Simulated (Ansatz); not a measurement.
Clusters of 5 atoms, halide: binding per atom (eV) at several levels, gas phase, relaxed structures; Ansatz. Clusters are the lowest isomers that short searches found in that spin, judged at the geometry's level. Core potentials for Cd, Cs, I, Sn in the def2 sets, no spin–orbit coupling. Binding counts from free atoms in the multiplicity of their measured ground term, without zero-point energy. The structures are stationary points that may keep the symmetry of their start.

```tsv
species	state	geometry	PBE-D4/def2-SVP	PBE-D4/def2-TZVP	r2SCAN-D4/def2-TZVP	PBE0-D4/def2-SVP	PBE0-D4/def2-TZVP
Be2F3	doublet	r2SCAN-D4/def2-TZVP	4.24	4.18	4.15	4.07	4.03
CdCl4	singlet	PBE0-D4/def2-SVP	1.79	1.79	1.75	1.70	1.72
Cs2F3	doublet	r2SCAN-D4/def2-SVP	2.82	2.80	2.73	2.59	2.59
Cu2I3	doublet	B3LYP-D4/def2-SVP	2.30	2.10	2.10	2.12	1.97
Sn2F3	doublet	PBE0-D4/def2-SVP	3.55	3.55	3.44	3.31	3.33
Mg2I3	doublet	PBE-D4/def2-SVP	1.92	1.92	2.01	1.92	1.94
Li3H2	doublet	PBE-D4/def2-TZVP	1.55	1.51	1.53	1.54	1.50
```
